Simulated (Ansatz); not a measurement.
Born–Oppenheimer molecular dynamics of CH4Cl2FGa (9 atoms, charge 0, multiplicity 1). It starts at the highest image of a converged band, a first-order saddle point between two minima.

Level of theory: RKS PBE0-D4/def2-SVP in Ansatz.

```yaml
ensemble: NVE (velocity Verlet)
time_step: 0.5 fs
steps_asked: 79
starting_velocities_drawn_for: 300 K
seed: 7549
```

Frames 1 fs apart, positions in Å, forces in eV/Å.

Velocities at 20.0 fs (Å/ps):

```
Ga 2.03 3.14 1.33
F 2.11 -13.49 0.44
Cl -2.43 -1.84 -0.90
Cl -0.37 1.39 -1.68
H -5.92 -6.32 26.23
C -4.84 6.29 -3.62
H -17.43 -23.26 1.27
H -7.95 1.56 -17.12
H 7.20 6.29 23.05
```

```xyz
9
Properties=species:S:1:pos:R:3:forces:R:3 time_fs=20.0 energy_less_start_eV=-0.179 T=498
Ga -0.736 -0.080 -0.765 0.73 1.55 0.59
F -0.565 -1.816 0.365 -1.43 -1.61 -0.73
Cl -0.115 -0.551 -2.761 -0.11 -0.21 0.00
Cl -2.599 1.006 -0.493 0.10 -0.46 -0.09
H 0.026 -1.388 0.931 0.84 0.61 0.69
C 0.673 0.471 0.615 -0.06 0.51 0.36
H 0.320 1.239 1.356 -0.04 -0.42 -0.69
H 1.024 -0.364 1.282 0.30 0.37 -0.26
H 1.586 0.891 0.133 -0.33 -0.34 0.14
9
Properties=species:S:1:pos:R:3:forces:R:3 time_fs=21.0 energy_less_start_eV=-0.220 T=543
Ga -0.734 -0.077 -0.764 0.72 1.45 0.53
F -0.564 -1.830 0.366 -0.73 -0.99 -0.10
Cl -0.117 -0.553 -2.762 -0.12 -0.20 0.03
Cl -2.599 1.007 -0.494 0.11 -0.47 -0.09
H 0.023 -1.392 0.960 0.16 0.12 0.00
C 0.668 0.477 0.612 -0.02 0.19 0.12
H 0.302 1.214 1.355 -0.15 -0.03 -0.40
H 1.018 -0.361 1.264 0.35 0.18 -0.12
H 1.591 0.896 0.157 -0.31 -0.24 0.03
9
Properties=species:S:1:pos:R:3:forces:R:3 time_fs=22.0 energy_less_start_eV=-0.226 T=550
Ga -0.732 -0.074 -0.762 0.71 1.33 0.46
F -0.562 -1.845 0.366 -0.10 -0.39 0.54
Cl -0.120 -0.555 -2.763 -0.13 -0.19 0.06
Cl -2.599 1.008 -0.496 0.12 -0.47 -0.08
H 0.022 -1.395 0.989 -0.47 -0.34 -0.70
C 0.664 0.484 0.608 -0.01 -0.21 -0.18
H 0.283 1.189 1.349 -0.30 0.40 -0.03
H 1.014 -0.356 1.244 0.38 -0.04 0.04
H 1.594 0.898 0.181 -0.21 -0.09 -0.11
9
Properties=species:S:1:pos:R:3:forces:R:3 time_fs=23.0 energy_less_start_eV=-0.210 T=532
Ga -0.729 -0.070 -0.761 0.70 1.23 0.37
F -0.561 -1.859 0.367 0.26 0.00 0.93
Cl -0.122 -0.557 -2.764 -0.14 -0.18 0.09
Cl -2.600 1.009 -0.498 0.13 -0.47 -0.07
H 0.016 -1.401 1.011 -0.80 -0.62 -1.13
C 0.659 0.490 0.605 -0.02 -0.57 -0.40
H 0.261 1.167 1.343 -0.43 0.74 0.30
H 1.015 -0.351 1.225 0.38 -0.22 0.16
H 1.595 0.900 0.204 -0.07 0.09 -0.25
9
Properties=species:S:1:pos:R:3:forces:R:3 time_fs=24.0 energy_less_start_eV=-0.209 T=532
Ga -0.727 -0.066 -0.759 0.68 1.17 0.26
F -0.559 -1.874 0.367 0.30 0.13 0.98
Cl -0.125 -0.559 -2.764 -0.15 -0.18 0.11
Cl -2.600 1.010 -0.500 0.13 -0.48 -0.06
H 0.004 -1.412 1.023 -0.81 -0.67 -1.17
C 0.654 0.496 0.601 -0.07 -0.81 -0.37
H 0.235 1.153 1.340 -0.43 0.85 0.42
H 1.019 -0.349 1.208 0.31 -0.30 0.22
H 1.595 0.902 0.224 0.04 0.28 -0.38
9
Properties=species:S:1:pos:R:3:forces:R:3 time_fs=25.0 energy_less_start_eV=-0.236 T=560
Ga -0.725 -0.062 -0.758 0.66 1.13 0.13
F -0.558 -1.888 0.369 0.01 -0.02 0.64
Cl -0.128 -0.561 -2.765 -0.16 -0.17 0.14
Cl -2.600 1.011 -0.501 0.14 -0.48 -0.05
H -0.017 -1.430 1.023 -0.49 -0.47 -0.81
C 0.649 0.502 0.597 -0.14 -0.86 -0.06
H 0.204 1.146 1.341 -0.28 0.71 0.28
H 1.026 -0.349 1.193 0.19 -0.25 0.19
H 1.595 0.907 0.241 0.07 0.42 -0.46
9
Properties=species:S:1:pos:R:3:forces:R:3 time_fs=26.0 energy_less_start_eV=-0.258 T=585
Ga -0.722 -0.058 -0.756 0.63 1.11 -0.02
F -0.556 -1.903 0.371 -0.56 -0.45 -0.07
Cl -0.130 -0.563 -2.766 -0.17 -0.17 0.17
Cl -2.600 1.012 -0.503 0.14 -0.49 -0.05
H -0.042 -1.452 1.016 0.11 -0.02 -0.05
C 0.644 0.506 0.593 -0.16 -0.76 0.42
H 0.172 1.147 1.344 0.00 0.39 -0.03
H 1.035 -0.352 1.179 0.03 -0.10 0.12
H 1.596 0.917 0.254 -0.02 0.49 -0.48
9
Properties=species:S:1:pos:R:3:forces:R:3 time_fs=27.0 energy_less_start_eV=-0.247 T=573
Ga -0.719 -0.054 -0.754 0.58 1.08 -0.16
F -0.555 -1.917 0.372 -1.19 -0.98 -0.94
Cl -0.133 -0.565 -2.767 -0.18 -0.17 0.19
Cl -2.600 1.012 -0.505 0.14 -0.49 -0.04
H -0.066 -1.475 1.009 0.77 0.54 0.85
C 0.639 0.511 0.589 -0.11 -0.59 0.87
H 0.139 1.151 1.347 0.31 0.04 -0.36
H 1.044 -0.356 1.167 -0.12 0.08 0.04
H 1.596 0.930 0.262 -0.21 0.49 -0.45
9
Properties=species:S:1:pos:R:3:forces:R:3 time_fs=28.0 energy_less_start_eV=-0.228 T=553
Ga -0.717 -0.049 -0.753 0.53 1.02 -0.29
F -0.554 -1.933 0.374 -1.48 -1.21 -1.40
Cl -0.136 -0.567 -2.767 -0.19 -0.16 0.22
Cl -2.601 1.013 -0.507 0.14 -0.49 -0.04
H -0.082 -1.492 1.010 1.08 0.82 1.32
C 0.633 0.514 0.586 0.02 -0.41 1.16
H 0.109 1.155 1.347 0.56 -0.22 -0.58
H 1.052 -0.358 1.155 -0.24 0.24 -0.01
H 1.595 0.949 0.265 -0.44 0.42 -0.39
9
Properties=species:S:1:pos:R:3:forces:R:3 time_fs=29.0 energy_less_start_eV=-0.244 T=570
Ga -0.714 -0.045 -0.751 0.47 0.93 -0.41
F -0.554 -1.949 0.374 -1.15 -0.87 -1.03
Cl -0.138 -0.569 -2.768 -0.19 -0.15 0.25
Cl -2.601 1.013 -0.509 0.15 -0.49 -0.03
H -0.089 -1.502 1.023 0.78 0.55 0.94
C 0.628 0.517 0.584 0.18 -0.25 1.24
H 0.085 1.157 1.341 0.69 -0.35 -0.63
H 1.058 -0.359 1.143 -0.28 0.32 -0.01
H 1.589 0.971 0.265 -0.63 0.31 -0.32
9
Properties=species:S:1:pos:R:3:forces:R:3 time_fs=30.0 energy_less_start_eV=-0.274 T=603
Ga -0.711 -0.040 -0.750 0.40 0.81 -0.51
F -0.555 -1.965 0.374 -0.49 -0.17 -0.14
Cl -0.141 -0.572 -2.768 -0.20 -0.13 0.28
Cl -2.601 1.013 -0.510 0.14 -0.48 -0.03
H -0.088 -1.507 1.044 0.13 -0.06 0.03
C 0.623 0.520 0.582 0.33 -0.15 1.11
H 0.067 1.156 1.329 0.68 -0.34 -0.51
H 1.061 -0.357 1.130 -0.27 0.32 0.03
H 1.578 0.996 0.262 -0.73 0.20 -0.27
9
Properties=species:S:1:pos:R:3:forces:R:3 time_fs=31.0 energy_less_start_eV=-0.287 T=617
Ga -0.708 -0.035 -0.749 0.33 0.70 -0.60
F -0.555 -1.981 0.374 0.09 0.46 0.67
Cl -0.144 -0.574 -2.769 -0.20 -0.12 0.30
Cl -2.601 1.013 -0.512 0.14 -0.47 -0.02
H -0.086 -1.512 1.066 -0.44 -0.61 -0.80
C 0.618 0.523 0.582 0.44 -0.12 0.80
H 0.056 1.152 1.312 0.53 -0.19 -0.23
H 1.062 -0.351 1.119 -0.19 0.25 0.12
H 1.559 1.023 0.256 -0.72 0.11 -0.24
```

Of the whole run (40 fs, mean temperature of the second half 608 K): The conserved energy stayed within 0.089 meV per atom of its start (net change 0.023 meV per atom), so the integration is sound. The system heated up, since it started high on the potential surface and ran downhill. A run of 0.04 ps of so small a system gives no equilibrium averages. The orbitals stay closed-shell, which can raise the energy where a bond breaks towards radicals; this wasn't checked here.

Run time: 4.1 min on 2 threads of Arm Neoverse V2 (shared host), peak memory 0.3 GiB.
